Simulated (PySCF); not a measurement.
Radial density of Pd³⁹⁺ (palladium, charge +39)

r2SCANh, [He] 2s2 2p3, high-spin 4S determinant. Calculation: PySCF 2.14, in an even-tempered Gaussian basis (17 s from 16 bohr⁻², ratio 2.2; 10 p from 21 bohr⁻², ratio 2.2; 6 d from 83 bohr⁻², ratio 2.4; 5 f from 120 bohr⁻², ratio 2.4; 4 g from 190 bohr⁻², ratio 2.4); the non-relativistic Hamiltonian (point nucleus).

| r (bohr) | 4πr²ρ (e/bohr) | 4πr²(ρα − ρβ) |
| --- | --- | --- |
| 0.000584 | 0.2745 | 0.0000 |
| 0.000982 | 0.7487 | -0.0001 |
| 0.00165 | 1.991 | -0.0001 |
| 0.00278 | 5.079 | 0.0004 |
| 0.00467 | 12.07 | 0.0063 |
| 0.00786 | 25.46 | 0.0517 |
| 0.0132 | 43.99 | 0.3388 |
| 0.0222 | 54.76 | 1.8292 |
| 0.0374 | 42.87 | 7.4514 |
| 0.0629 | 32.50 | 19.4027 |
| 0.106 | 40.38 | 24.1222 |
| 0.178 | 17.90 | 8.7158 |
| 0.299 | 0.9270 | 0.3982 |
| 0.504 | 0.001737 | 0.0006 |

A non-relativistic calculation at this Z misses sizeable relativistic shifts. Spin-orbit coupling is strong in this species (close to jj coupling), so the high-spin LS determinant is a model state, not a physical level.
